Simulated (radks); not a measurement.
Results of a calculation; reference values are marked as such.
Radial electron density D(r) = 4 pi r^2 rho(r) of an atom or ion with 30 electrons. Code: a radial shooting solver on a logarithmic mesh with Libxc functionals. Model: scalar-relativistic Kohn-Sham, BLYP, spin-polarised, spherical densities, finite nucleus; Fermi nuclear charge, rms radius of each element as measured or else 0.836 A^(1/3) + 0.57 fm.

```
   r/bohr * D(r) (the largest magnitude, 77.6, reaches the edge; | marks zero)
 0.004042 |         *
 0.004557 |           *
 0.005179 |             *
 0.005839 |               *
 0.006584 |                  *
 0.007483 |                     *
 0.008437 |                        *
 0.009513 |                            *
  0.01081 |                               *
  0.01219 |                                  *
  0.01374 |                                     *
  0.01562 |                                        *
  0.01761 |                                          *
  0.01986 |                                           *
  0.02257 |                                           *
  0.02545 |                                          *
  0.02869 |                                        *
  0.03261 |                                      *
  0.03677 |                                     *
  0.04146 |                                    *
  0.04712 |                                     *
  0.05312 |                                       *
  0.06038 |                                          *
  0.06808 |                                               *
  0.07676 |                                                   *
  0.08724 |                                                      *
  0.09836 |                                                      *
   0.1109 |                                                    *
    0.126 |                                               *
   0.1421 |                                          *
   0.1602 |                                     *
   0.1821 |                                   *
   0.2053 |                                    *
   0.2315 |                                       *
   0.2631 |                                          *
   0.2967 |                                          *
   0.3345 |                                       *
   0.3802 |                                *
   0.4286 |                        *
   0.4833 |                *
   0.5493 |          *
   0.6193 |      *
   0.7039 |    *
   0.7936 |  *
   0.8948 | *
    1.017 |*
    1.147 |*
    1.293 *
    1.469 *
    1.657 *
    1.868 *
    2.123 *
```

What is the nuclear charge?

Answer. Z = 48. The innermost maximum, from 1s, lies near gamma/Z bohr with gamma = sqrt(1 - (Z/c)^2) = 0.937, here 0.0195 bohr (found: 0.0212), and its height grows with Z. The density is that of the cadmium ion Cd18+ in [Ar] 3d10 4s2; the configuration itself is not fixed sharply by these data, and Z only to a few units. D(r) has 3 maxima, at r = 0.0212, 0.0945, 0.283 bohr, and minima at 0.0425, 0.185 bohr, inside which lie 2.02, 11.16 electrons.
